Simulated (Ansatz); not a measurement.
`[SH][Zn][Cl]` + H₂O → `[OH][Zn][SH]` + HCl at 600 K and 1 bar (formal hydrolysis of a Zn–Cl bond).

Calculated with Ansatz (gas phase, PBE0-D4/def2-TZVP geometries, no zero-point term in ΔE). CCSD(T)/CBS is the MP2 limit (def2-TZVPP, def2-QZVPP) plus CCSD(T) − MP2 in def2-TZVPP, frozen cores. This one scheme is used for every species. For Zn outer-core shells are correlated without core-valence functions, which leaves a few kJ/mol of doubt a bond. Scalar relativity is left out up to krypton. Each species was taken in one conformer, which may not be the lowest.

| species | CCSD(T)/CBS energy (Eh) | H − E (kJ/mol) | S (J/(mol·K)) |
| --- | --- | --- | --- |
| `[SH][Zn][Cl]` | -2636.62673 | 63.0 | 354.9 |
| H₂O | -76.37941 | 76.8 | 212.8 |
| `[OH][Zn][SH]` | -2252.58768 | 98.4 | 363.6 |
| HCl | -460.38127 | 35.4 | 207.2 |

H − E and S are ideal-gas, rigid-rotor, harmonic terms from PBE0-D4/def2-TZVP, for one conformer and one mirror image of each species. 1 Eh = 2625.50 kJ/mol, R = 8.31446 J/(mol·K).

Task: By hand: ΔE, ΔH, ΔS and ΔG.

Result: ΔE = (-2252.58768) + (-460.38127) − (-2636.62673) − (-76.37941) = 0.03719 Eh = 97.6 kJ/mol. Δ(H − E) = 98.4 + 35.4 − 63.0 − 76.8 = -6.0, so ΔH = 91.6 kJ/mol. ΔS = 363.6 + 207.2 − 354.9 − 212.8 = 3.1 J/(mol·K). ΔG = 91.6 − 600 × (3.1)/1000 = 89.7 kJ/mol.

Task: By hand: the equilibrium constant, and the temperature at which ΔG would vanish if ΔH and ΔS stayed fixed.

Result: log₁₀ K = −ΔG/(RT ln 10) = -7.8. ΔG = 0 at ΔH/ΔS = 29548 K, far beyond where these terms or the molecules hold.

The number of gas molecules stays the same, so ΔS is small and ΔH decides. A doubt of 5 kJ/mol in ΔE shifts log₁₀ K by 0.4 here. Other conformers and mirror images would add mixing entropy, several J/(mol·K) or more a flexible species. These are equilibria of isolated gas molecules and say nothing of rates. Largest T1 diagnostic: 0.016 (customary marks: 0.02 for closed shells, 0.045 for open ones).
